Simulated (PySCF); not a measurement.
C3H9FNSi2 (doublet state).
SMILES with atom numbers: `[F:1][C@@H:2]1[CH2:3][C@@H:4]1[SiH:5][NH:6][SiH3:7]` (hydrogens: H8 on C2; H9, H10 on C3; H11 on C4; H12 on Si5; H13 on N6; H14, H15, H16 on Si7)

Cartesian coordinates in Å at the GFN2-xTB level; atoms count from 1:
```
atom  x, y, z in Å
F1    -2.6341   -1.4410   -1.0511
C2    -2.2509   -0.8710    0.1347
C3    -1.8278    0.5554    0.1092
C4    -0.8091   -0.5444    0.3136
Si5    0.3811   -0.9434   -1.0924
N6     1.8731   -0.1159   -0.7581
Si7    2.3998    0.7661    0.6381
H8    -2.8602   -1.2686    0.9376
H9    -1.8446    1.0571   -0.8463
H10   -2.1035    1.1857    0.9418
H11   -0.4274   -0.6596    1.3205
H12   -0.1080   -0.4736   -2.3921
H13    2.5734   -0.2513   -1.4680
H14    3.6994    1.3315    0.2809
H15    1.4163    1.8118    0.9279
H16    2.5150   -0.1299    1.7946
```

The hyperfine couplings belong to this conformer and change with its torsions.

Computed, not measured: UKS B3LYP, pcH-1 on C F H N Si, non-relativistic, mean-field spin-orbit, GIAO (PySCF 2.14.0). Geometry: GFN2-xTB, one conformer, isolated molecule. A GFN2-xTB geometry isn't a minimum of the functional, and hyperfine couplings can be far from their values at a DFT geometry, by a factor of two or more for some ions and for spin on atoms past the first row. No stability test was run, so a lower SCF solution isn't excluded.

(1) Where do the isotropic ENDOR lines of N6, F1, H12, H10, H13, H14/H15/H16, H11 and H9 fall at 343.9 mT, to first order?

(2) Which pairs are centred on the nuclear Larmor frequency, and which on half the coupling?

(3) At what field would the lower line of H12 fall to zero frequency?

## Answers

(1) ν± = |νn ± a/2|, one line for each electron-spin manifold; νn = |g_N| × 7.62259 MHz/T × B.

| nuclei | isotope | g_N | νn (MHz) | a_iso (MHz) | lower line (MHz) | upper line (MHz) |
| --- | --- | --- | --- | --- | --- | --- |
| N6 | 14N | 0.4038 | 1.06 | 12.51 | 5.20 | 7.31 |
| F1 | 19F | 5.2577 | 13.78 | 1.03 | 13.27 | 14.30 |
| H12 | 1H | 5.5857 | 14.64 | 136.85 | 53.78 | 83.07 |
| H10 | 1H | 5.5857 | 14.64 | 11.42 | 8.93 | 20.35 |
| H13 | 1H | 5.5857 | 14.64 | -5.03 | 12.13 | 17.16 |
| H14/H15/H16 | 1H | 5.5857 | 14.64 | 4.78 | 12.25 | 17.03 |
| H11 | 1H | 5.5857 | 14.64 | -2.93 | 13.18 | 16.11 |
| H9 | 1H | 5.5857 | 14.64 | 1.79 | 13.75 | 15.53 |

(2) Centred on νn, since |a| < 2νn: F1, H10, H13, H14/H15/H16, H11 and H9. Centred on |a|/2 and split by 2νn: N6 and H12.

(3) Where νn = |a|/2, that is B = 68.43 MHz/(5.5857 × 7.62259 MHz/T) = 1610 mT, as far as first order holds there.

Means are taken over nuclei equivalent by connectivity, which assumes that they swap fast.
